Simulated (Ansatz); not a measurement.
Born–Oppenheimer molecular dynamics of C₂H₆OSSi₂ (12 atoms, charge 0, multiplicity 1). It starts at the highest image of a converged band. Of that band: Neighbouring images differ by up to 1.7 eV, so the band resolves the path poorly. A vibrational analysis at the climbing image gives one clearly imaginary mode, 1909i cm⁻¹: a first-order saddle point.

The calculation used Ansatz, RKS PBE/def2-SVP.

```json
{"ensemble": "NVE (velocity Verlet)", "time step": "0.5 fs", "steps asked": "200", "starting velocities drawn for": "100 K", "seed": "5085"}
```

Frames 1 fs apart, positions in Å, forces in eV/Å.

Velocities at 25.0 fs (Å/ps):

```
O -19.33 -7.44 -7.15
C 2.05 10.95 2.98
C 14.39 9.10 8.15
Si -0.41 -0.90 -0.61
Si -1.28 0.58 -0.65
S 2.81 -1.41 1.63
H 76.59 -70.45 -11.65
H 8.48 -13.28 -11.25
H -11.25 15.31 3.27
H 0.87 -7.31 0.67
H -3.33 7.10 -19.25
H -2.53 1.80 2.34
```

```xyz
12
Properties=species:S:1:pos:R:3:forces:R:3 time_fs=25.0 energy_less_start_eV=-1.237 T=1057
O -3.151 0.764 -0.165 -0.87 -0.69 -0.05
C -2.006 0.435 -0.254 0.31 2.45 -0.24
C -0.861 1.107 0.583 3.57 0.79 0.76
Si 0.500 0.460 -0.626 -0.24 -1.05 -0.07
Si 1.899 -1.254 0.228 0.46 0.60 -0.46
S -1.216 -0.622 -1.574 0.18 0.48 0.71
H -0.298 2.354 0.865 -2.93 -3.25 -0.66
H -0.749 0.413 1.492 -0.04 1.07 -0.47
H 1.161 1.468 -1.544 -0.13 -0.07 0.16
H 2.933 -0.660 1.154 -0.09 -0.13 0.12
H 1.079 -2.316 0.858 -0.24 -0.13 0.30
H 2.660 -1.885 -0.902 0.03 -0.05 -0.10
12
Properties=species:S:1:pos:R:3:forces:R:3 time_fs=26.0 energy_less_start_eV=-1.408 T=1189
O -3.170 0.756 -0.172 0.55 -0.89 -0.01
C -2.004 0.447 -0.251 -0.75 2.57 -0.32
C -0.845 1.116 0.592 3.39 0.34 0.42
Si 0.500 0.459 -0.627 -0.19 -1.09 -0.15
Si 1.898 -1.253 0.227 0.54 0.71 -0.53
S -1.214 -0.624 -1.572 0.10 0.60 0.82
H -0.235 2.268 0.850 -3.14 -2.65 -0.50
H -0.741 0.405 1.479 0.00 0.97 -0.30
H 1.149 1.483 -1.540 -0.14 -0.12 0.18
H 2.934 -0.668 1.155 -0.09 -0.12 0.14
H 1.075 -2.310 0.840 -0.34 -0.25 0.39
H 2.658 -1.883 -0.900 0.06 -0.06 -0.14
12
Properties=species:S:1:pos:R:3:forces:R:3 time_fs=27.0 energy_less_start_eV=-1.628 T=1356
O -3.189 0.748 -0.179 1.80 -0.97 0.06
C -2.002 0.461 -0.249 -1.59 2.56 -0.41
C -0.827 1.125 0.601 2.75 -0.54 -0.16
Si 0.499 0.458 -0.628 -0.13 -1.16 -0.25
Si 1.897 -1.252 0.226 0.58 0.74 -0.56
S -1.211 -0.625 -1.570 0.02 0.72 0.91
H -0.203 2.158 0.831 -2.96 -1.42 -0.22
H -0.732 0.406 1.462 0.04 0.70 0.00
H 1.136 1.497 -1.534 -0.12 -0.14 0.19
H 2.933 -0.677 1.158 -0.09 -0.11 0.16
H 1.067 -2.306 0.826 -0.38 -0.30 0.43
H 2.656 -1.882 -0.900 0.08 -0.07 -0.16
12
Properties=species:S:1:pos:R:3:forces:R:3 time_fs=28.0 energy_less_start_eV=-1.679 T=1391
O -3.208 0.739 -0.187 2.81 -0.95 0.16
C -2.002 0.477 -0.246 -2.17 2.43 -0.50
C -0.806 1.135 0.609 1.08 -2.68 -1.12
Si 0.499 0.456 -0.628 -0.07 -1.27 -0.35
Si 1.896 -1.251 0.225 0.56 0.66 -0.56
S -1.208 -0.626 -1.568 -0.06 0.84 1.00
H -0.198 2.035 0.809 -1.76 1.24 0.37
H -0.724 0.413 1.446 0.07 0.29 0.40
H 1.122 1.509 -1.527 -0.10 -0.14 0.18
H 2.932 -0.687 1.162 -0.08 -0.10 0.17
H 1.055 -2.305 0.816 -0.35 -0.27 0.41
H 2.655 -1.882 -0.901 0.08 -0.07 -0.16
12
Properties=species:S:1:pos:R:3:forces:R:3 time_fs=29.0 energy_less_start_eV=-1.257 T=1066
O -3.224 0.730 -0.194 3.55 -0.83 0.26
C -2.004 0.495 -0.245 -2.53 2.18 -0.57
C -0.784 1.141 0.617 -2.23 -6.71 -2.52
Si 0.498 0.453 -0.629 -0.02 -1.36 -0.43
Si 1.895 -1.250 0.224 0.49 0.50 -0.52
S -1.205 -0.626 -1.565 -0.13 0.95 1.06
H -0.209 1.925 0.792 1.14 5.85 1.38
H -0.714 0.424 1.434 0.07 -0.16 0.81
H 1.107 1.520 -1.517 -0.06 -0.13 0.15
H 2.930 -0.698 1.168 -0.07 -0.08 0.17
H 1.040 -2.306 0.810 -0.26 -0.16 0.34
H 2.655 -1.882 -0.903 0.07 -0.05 -0.13
12
Properties=species:S:1:pos:R:3:forces:R:3 time_fs=30.0 energy_less_start_eV=-0.747 T=687
O -3.238 0.720 -0.201 4.03 -0.64 0.37
C -2.007 0.514 -0.243 -2.70 1.81 -0.63
C -0.765 1.143 0.623 -5.04 -9.69 -3.61
Si 0.497 0.451 -0.630 0.00 -1.40 -0.48
Si 1.895 -1.248 0.222 0.39 0.29 -0.47
S -1.202 -0.627 -1.562 -0.19 1.05 1.10
H -0.210 1.870 0.788 3.64 9.30 2.17
H -0.704 0.432 1.430 0.04 -0.51 1.11
H 1.091 1.530 -1.507 -0.01 -0.10 0.11
H 2.927 -0.710 1.175 -0.06 -0.07 0.17
H 1.023 -2.309 0.807 -0.13 0.00 0.25
H 2.656 -1.883 -0.907 0.04 -0.03 -0.08
12
Properties=species:S:1:pos:R:3:forces:R:3 time_fs=31.0 energy_less_start_eV=-1.097 T=946
O -3.250 0.710 -0.207 4.24 -0.39 0.46
C -2.013 0.535 -0.242 -2.70 1.32 -0.68
C -0.749 1.137 0.625 -3.45 -6.92 -3.17
Si 0.497 0.447 -0.631 -0.01 -1.37 -0.48
Si 1.895 -1.246 0.220 0.28 0.06 -0.41
S -1.199 -0.627 -1.559 -0.23 1.11 1.09
H -0.178 1.901 0.803 1.85 6.79 1.64
H -0.694 0.436 1.436 0.00 -0.63 1.22
H 1.075 1.539 -1.495 0.05 -0.07 0.05
H 2.924 -0.722 1.184 -0.06 -0.05 0.16
H 1.005 -2.312 0.807 0.02 0.16 0.14
H 2.656 -1.884 -0.911 0.01 -0.01 -0.03
12
Properties=species:S:1:pos:R:3:forces:R:3 time_fs=32.0 energy_less_start_eV=-1.587 T=1319
O -3.259 0.699 -0.214 4.21 -0.10 0.54
C -2.021 0.558 -0.242 -2.52 0.76 -0.68
C -0.736 1.126 0.626 -0.48 -2.21 -1.90
Si 0.496 0.444 -0.633 -0.02 -1.26 -0.46
Si 1.894 -1.245 0.219 0.19 -0.15 -0.34
S -1.197 -0.627 -1.556 -0.26 1.15 1.04
H -0.129 1.995 0.834 -1.24 2.02 0.57
H -0.684 0.434 1.453 -0.06 -0.44 1.03
H 1.060 1.547 -1.482 0.12 -0.04 -0.02
H 2.920 -0.735 1.194 -0.06 -0.04 0.14
H 0.986 -2.313 0.808 0.16 0.30 0.04
H 2.657 -1.885 -0.916 -0.03 0.01 0.03
12
Properties=species:S:1:pos:R:3:forces:R:3 time_fs=33.0 energy_less_start_eV=-1.600 T=1333
O -3.266 0.689 -0.220 3.93 0.21 0.62
C -2.031 0.581 -0.242 -2.12 0.18 -0.64
C -0.723 1.112 0.625 0.85 0.50 -0.74
Si 0.496 0.440 -0.634 0.00 -1.12 -0.44
Si 1.894 -1.243 0.217 0.13 -0.32 -0.26
S -1.194 -0.626 -1.552 -0.28 1.17 0.96
H -0.091 2.110 0.871 -2.69 -0.98 -0.12
H -0.674 0.429 1.480 -0.14 -0.02 0.56
H 1.045 1.555 -1.470 0.18 -0.03 -0.08
H 2.916 -0.749 1.206 -0.07 -0.03 0.11
H 0.969 -2.312 0.809 0.27 0.41 -0.04
H 2.658 -1.887 -0.921 -0.06 0.03 0.09
12
Properties=species:S:1:pos:R:3:forces:R:3 time_fs=34.0 energy_less_start_eV=-1.369 T=1159
O -3.271 0.678 -0.225 3.42 0.51 0.69
C -2.042 0.604 -0.243 -1.47 -0.38 -0.57
C -0.710 1.099 0.623 0.93 1.59 0.20
Si 0.495 0.435 -0.636 0.07 -0.96 -0.47
Si 1.894 -1.242 0.215 0.10 -0.43 -0.19
S -1.192 -0.625 -1.548 -0.28 1.17 0.87
H -0.079 2.216 0.906 -2.96 -2.39 -0.47
H -0.665 0.422 1.513 -0.22 0.43 -0.02
H 1.033 1.562 -1.459 0.22 -0.02 -0.13
H 2.910 -0.763 1.219 -0.07 -0.02 0.07
H 0.955 -2.306 0.810 0.34 0.46 -0.10
H 2.658 -1.887 -0.924 -0.07 0.05 0.13
12
Properties=species:S:1:pos:R:3:forces:R:3 time_fs=35.0 energy_less_start_eV=-1.130 T=975
O -3.273 0.668 -0.231 2.69 0.79 0.76
C -2.055 0.626 -0.244 -0.59 -0.90 -0.49
C -0.696 1.088 0.621 0.50 2.08 0.96
Si 0.494 0.430 -0.638 0.17 -0.82 -0.55
Si 1.894 -1.240 0.213 0.10 -0.49 -0.12
S -1.189 -0.624 -1.543 -0.28 1.14 0.76
H -0.094 2.300 0.938 -2.76 -3.03 -0.66
H -0.659 0.421 1.545 -0.28 0.76 -0.53
H 1.022 1.570 -1.449 0.25 -0.03 -0.16
H 2.905 -0.776 1.233 -0.08 -0.01 0.02
H 0.944 -2.297 0.810 0.36 0.45 -0.13
H 2.657 -1.888 -0.927 -0.08 0.05 0.15
12
Properties=species:S:1:pos:R:3:forces:R:3 time_fs=36.0 energy_less_start_eV=-0.978 T=857
O -3.274 0.658 -0.235 1.78 1.02 0.82
C -2.068 0.648 -0.245 0.48 -1.35 -0.41
C -0.681 1.078 0.620 -0.11 2.48 1.52
Si 0.494 0.425 -0.640 0.30 -0.69 -0.66
Si 1.894 -1.239 0.211 0.14 -0.48 -0.06
S -1.187 -0.622 -1.539 -0.28 1.09 0.63
H -0.136 2.355 0.963 -2.43 -3.36 -0.79
H -0.655 0.426 1.572 -0.32 0.91 -0.88
H 1.014 1.577 -1.440 0.27 -0.06 -0.17
H 2.898 -0.791 1.246 -0.09 0.01 -0.02
H 0.936 -2.283 0.809 0.33 0.39 -0.13
H 2.656 -1.888 -0.928 -0.07 0.04 0.15
```

Of the whole run (100 fs, mean temperature of the second half 1147 K): The conserved energy stayed within 1.1 meV per atom of its start (net change -0.038 meV per atom), so the integration is sound. The system heated up, since it started high on the potential surface and ran downhill. A run of 0.1 ps of so small a system gives no equilibrium averages. The orbitals stay closed-shell, which can raise the energy where a bond breaks towards radicals; this wasn't checked here.

The run took 9.4 min on 2 threads of Arm Neoverse V1, on a shared host, peak memory 0.17 GiB.
